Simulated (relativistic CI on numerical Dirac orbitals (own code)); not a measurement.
Forbidden lines of Tl XXXI

These numbers are calculated, not measured: Dirac-Coulomb-Breit CI, KLI orbitals optimised for each configuration, a model potential for QED, unscaled Slater integrals (own radial code, finite nucleus).

Configurations in the expansion (outside the closed core [Ar] 3d10 4p6 4d10): 4s2 4f5, 4s2 4f4 5s, 4s2 4f3 5s2, 4s2 4f4 5p, 4s2 4f3 5s 5p, 4s2 4f3 5p2, 4s 4f6, 4s2 4f4 6s. Levels of other configurations are missing.

```csv
λ vac (Å),Lower,Upper,Type,A (s⁻¹),gf,Branching (%)
970.52,4s2 4f5 6H°_5/2 [1],4s2 4f5 4G°_7/2 [21],M1,6.87e+01,7.77e-08,2.4
1112.0,4s2 4f5 6H°_5/2 [1],4s2 4f5 4F°_3/2 [15],M1,2.46e+02,1.83e-07,7.8
1241.5,4s2 4f5 6H°_5/2 [1],4s2 4f5 6F°_5/2 [12],M1,7.15e+02,9.91e-07,15.8
1268.8,4s2 4f5 6H°_7/2 [2],4s2 4f5 4G°_7/2 [21],M1,2.75e+02,5.31e-07,9.4
1377.5,4s2 4f5 6H°_7/2 [2],4s2 4f5 4P°_5/2 [19],M1,1.90e+02,3.24e-07,6.7
1401.5,4s2 4f5 6F°_3/2 [4],4s2 4f5 6P°_3/2 [23],M1,5.44e+02,6.40e-07,63.2
1492.5,4s2 4f5 6H°_7/2 [2],4s2 4f5 4I°_9/2 [16],M1,2.49e+03,8.31e-06,78.9
1549.4,4s2 4f5 6F°_3/2 [4],4s2 4f5 2P°_1/2 [22],M1,2.47e+03,1.78e-06,79.7
1617.8,4s2 4f5 6H°_11/2 [7],4s2 4f5 4G°_9/2 [25],M1,3.90e+02,1.53e-06,36.3
1653.5,4s2 4f5 6F°_1/2 [6],4s2 4f5 2P°_1/2 [22],M1,6.10e+02,5.00e-07,19.7
1655.5,4s2 4f5 6H°_9/2 [5],4s2 4f5 4G°_7/2 [21],M1,1.46e+03,4.81e-06,50.2
1721.4,4s2 4f5 6F°_5/2 [3],4s2 4f5 4P°_5/2 [19],M1,2.19e+03,5.83e-06,77.1
1775.5,4s2 4f5 6H°_7/2 [2],4s2 4f5 6F°_5/2 [12],M1,1.53e+03,4.35e-06,34.0
1888.4,4s2 4f5 6H°_13/2 [10],4s2 4f5 4L°_15/2 [24],M1,2.68e+02,2.29e-06,31.0
1953.0,4s2 4f5 6F°_5/2 [3],4s2 4f5 4F°_3/2 [15],M1,9.08e+01,2.08e-07,2.9
1956.1,4s2 4f5 6H°_9/2 [5],4s2 4f5 4K°_11/2 [18],M1,9.86e+02,6.79e-06,60.8
2058.0,4s2 4f5 6H°_9/2 [5],4s2 4f5 4I°_9/2 [16],M1,5.68e+02,3.61e-06,18.0
2064.8,4s2 4f5 6F°_3/2 [4],4s2 4f5 4F°_3/2 [15],M1,8.96e+02,2.29e-06,28.6
2209.8,4s2 4f5 6H°_9/2 [5],4s2 4f5 6F°_11/2 [14],M1,3.71e+02,3.26e-06,77.1
2254.0,4s2 4f5 6F°_1/2 [6],4s2 4f5 4F°_3/2 [15],M1,1.88e+03,5.74e-06,60.0
2274.2,4s2 4f5 6F°_7/2 [8],4s2 4f5 4G°_7/2 [21],M1,6.10e+02,3.78e-06,20.9
2391.3,4s2 4f5 6F°_5/2 [3],4s2 4f5 6F°_5/2 [12],M1,8.26e+02,4.25e-06,18.3
2409.7,4s2 4f5 6H°_5/2 [1],4s2 4f5 6F°_3/2 [4],M1,4.45e+02,1.55e-06,99.7
2463.7,4s2 4f5 4I°_15/2 [9],4s2 4f5 4M°_17/2 [20],M1,9.78e+02,1.60e-05,92.5
2561.0,4s2 4f5 6F°_3/2 [4],4s2 4f5 6F°_5/2 [12],M1,1.31e+03,7.71e-06,29.0
2582.2,4s2 4f5 6H°_5/2 [1],4s2 4f5 6F°_5/2 [3],M1,1.01e+03,6.07e-06,98.2
2616.9,4s2 4f5 6H°_11/2 [7],4s2 4f5 4K°_11/2 [18],M1,5.94e+02,7.32e-06,36.6
2648.9,4s2 4f5 6F°_7/2 [8],4s2 4f5 4P°_5/2 [19],M1,3.49e+02,2.20e-06,12.3
2693.5,4s2 4f5 6H°_11/2 [7],4s2 4f5 4L°_13/2 [17],M1,5.51e+02,8.39e-06,46.3
2870.1,4s2 4f5 6H°_7/2 [2],4s2 4f5 6F°_7/2 [8],M1,2.22e+02,2.19e-06,32.7
3091.6,4s2 4f5 6H°_11/2 [7],4s2 4f5 6F°_11/2 [14],M1,5.56e+01,9.57e-07,11.6
3152.7,4s2 4f5 6H°_15/2 [13],4s2 4f5 4L°_15/2 [24],M1,1.94e+02,4.62e-06,22.5
3490.2,4s2 4f5 6H°_13/2 [10],4s2 4f5 4L°_13/2 [17],M1,6.16e+02,1.57e-05,51.8
3554.8,4s2 4f5 6F°_9/2 [11],4s2 4f5 4G°_7/2 [21],M1,1.22e+02,1.84e-06,4.2
4114.8,4s2 4f5 4L°_13/2 [17],4s2 4f5 4L°_15/2 [24],M1,3.87e+02,1.57e-05,44.9
4128.1,4s2 4f5 6H°_5/2 [1],4s2 4f5 6H°_7/2 [2],M1,8.79e+02,1.80e-05,100.0
4307.6,4s2 4f5 4I°_15/2 [9],4s2 4f5 6H°_15/2 [13],M1,6.06e+02,2.70e-05,82.0
4446.2,4s2 4f5 6F°_5/2 [12],4s2 4f5 4G°_7/2 [21],M1,3.68e+02,8.73e-06,12.6
4655.5,4s2 4f5 6F°_7/2 [8],4s2 4f5 6F°_5/2 [12],M1,1.28e+02,2.50e-06,2.8
4709.2,4s2 4f5 6H°_13/2 [10],4s2 4f5 6H°_15/2 [13],M1,1.33e+02,7.09e-06,18.0
4916.7,4s2 4f5 6F°_5/2 [3],4s2 4f5 6F°_7/2 [8],M1,4.10e+02,1.19e-05,60.4
5431.9,4s2 4f5 6H°_7/2 [2],4s2 4f5 6H°_9/2 [5],M1,5.04e+02,2.23e-05,100.0
5755.7,4s2 4f5 6H°_15/2 [13],4s2 4f5 4M°_17/2 [20],M1,7.97e+01,7.12e-06,7.5
6313.2,4s2 4f5 6F°_7/2 [8],4s2 4f5 6F°_9/2 [11],M1,1.68e+02,1.00e-05,72.8
7747.1,4s2 4f5 6H°_9/2 [5],4s2 4f5 6H°_11/2 [7],M1,1.59e+02,1.71e-05,100.0
```

Terms are leading LS components. Brackets give the number of a level in order of energy, since labels repeat. The list gives strong lines, with weight on those to low levels, among the lowest 200 of 2907 levels, so that lines to higher ones, which can be the strongest, are missing. Levels whose partners in the same complex of configurations lie outside the list can be far off, and so can their lines. Rates are taken at the computed energies, electric ones in the length gauge.

At this charge energies of transitions that change n are usually good to better than 1 %, and those within a shell (Δn = 0) to a few per cent. Terms inside the open d or f shell come out 10 to 20 % too wide with unscaled integrals.

LS names give the leading component of a level, which can be under half, so a name can repeat, a term be missing and a line seem to break the LS rules.
